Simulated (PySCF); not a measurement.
I₃Sb, SMILES [I][Sb-]([I])[I], charge -1, multiplicity 2.

Geometry: PBE0-D3(BJ)/def2-SVPD. The def2 effective core potentials stand for the cores of I, Sb; spin–orbit coupling is left out.

Calculation: PBE/def2-SVPD run with PySCF.

Computed frontier levels, dipole moment and polarisability:
```yaml
"α spin, highest occupied and lowest empty level": -1.24 and 0.48 eV
"β spin, highest occupied and lowest empty level": -2.09 and -0.38 eV
dipole_moment_about_the_centre_of_nuclear_charge: 0.183 e·Å
mean_static_polarisability: 218.9 bohr³ (32.43 Å³)
polarisability_principal_values: 133.9, 202.0, 320.6 bohr³
"⟨S²⟩": 0.753 (pure state 0.75)
```
